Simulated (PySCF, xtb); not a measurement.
ReOCl3, SMILES [Cl][Re]([Cl])(=[O])[Cl] (connectivity only; charge and spin as stated), neutral, multiplicity 3.

Harmonic wavenumbers (cm⁻¹) from GFN2-xTB (xtb) at its own minimum, in rising order: 67, 67, 128, 175, 175, 316, 316, 352, 890.

### Question
What does PBE-D3(BJ)/def2-SVP in PySCF give at its own minimum? (An estimate is asked for; the answer gives what the named calculation found.)

### Answer
54, 54, 117, 201, 201, 385, 387, 387, 986. Paired by order, the mean absolute difference is 40 cm⁻¹ and the zero-point energies are 3.6 and 4.0 kcal/mol.
